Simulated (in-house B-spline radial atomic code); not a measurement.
## RPA and G0W0 on Hartree-Fock: F III (F2+)

Configuration [He] 2s2 2p3, highest spin, mean-field start Hartree-Fock. Computed with an all-electron radial atomic-structure program (B-spline basis): all electrons, scalar-relativistic (spin-free one-electron X2C), finite nucleus, each spin shell either full or empty, empty states to l = 9 with an (l + 1/2)⁻⁴ tail; G0W0 by contour deformation at full frequency.

Command:
```bash
python run_gw.py task.json out
```
Settings (radii: box in bohr, nucleus in fm):
```
Z                        9
electrons                7
configuration            [He] 2s2 2p3
hamiltonian              x2c
method                   hf
lmax                     9
rms_radius               2.8976
spin_polarised           True
box_radius               17.55
intervals                71
```

Cost of the run: 1.2 s on 1 thread of Arm Neoverse V2, on a shared host.

Energies (hartree):

```json
{"term": "mean-field total", "value": "-97.70224"}
{"term": "Hartree-Fock functional on these orbitals", "value": "-97.70224"}
{"term": "direct second order", "value": "-0.33387"}
{"term": "second-order exchange", "value": "0.15288"}
{"term": "SOSEX correction", "value": "0.14135"}
```

Q: What is the RPA correlation energy, and what remains with SOSEX?

A: RPA gives -0.30317 hartree (-1.18 eV per electron); RPA + SOSEX gives -0.16182, and the second-order doubles (MP2) -0.18099 hartree. SOSEX takes back 47 % of the RPA value.

Quasi-particle levels (eV):

| level | occupied | mean field | Σx - vxc | Σc | QP weight | G0W0 |
| --- | --- | --- | --- | --- | --- | --- |
| 2p up | yes | -63.88 | 0.00 | ? | ? | ? |
| 2s down | yes | -70.81 | 0.00 | -1.72 | 0.969 | -72.53 |
| 2s up | yes | -88.21 | 0.00 | 4.09 | 0.885 | -84.12 |
| 1s down | yes | -762.37 | 0.00 | 10.13 | 0.902 | -752.24 |
| 2p down | no | -31.47 | 0.00 | -2.83 | 0.975 | -34.29 |

G0W0 = mean field + (Σx - vxc) + Σc, with Σc (partial-wave tail included) taken at the quasi-particle energy.

Q: Where does G0W0 put 2p up?

A: At -63.21 eV, with Σc = 0.67 eV and a quasi-particle weight of 0.968. The tabulated removal energy is 62.708 eV (NIST, semi-empirical).
